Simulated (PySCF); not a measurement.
H8N2Si2, SMILES N[SiH2][SiH2]N.

Geometry optimised at PBE0-D3(BJ)/def2-SVP. Other conformers were not sampled.

Two levels are set side by side: PBE/def2-TZVP (PySCF) and ωB97X/def2-TZVP (PySCF). Same geometry, gas phase. Differences are taken from unrounded values.

```
quantity                     ωB97X    PBE  PBE minus ωB97X
---------------------------  -----  -----  ---------------
orbital gap (eV)             11.33   4.73            -6.61
highest occupied level (eV)  -9.52  -5.75             3.78
lowest empty level (eV)       1.81  -1.02            -2.83
dipole moment (D)             2.00   2.06             0.07
mean polarisability (bohr³)   69.8   73.9              4.1
```

PBE's occupied levels lie high since its potential decays too fast outside the molecule; exact exchange lowers them and widens the gap. Loosely held outer electrons make PBE densities more polarisable. Differences between two approximate levels are no errors against the true value.

Rough cost on one machine, each run with all the roots and properties that it gave: ωB97X against PBE within a factor of 2.
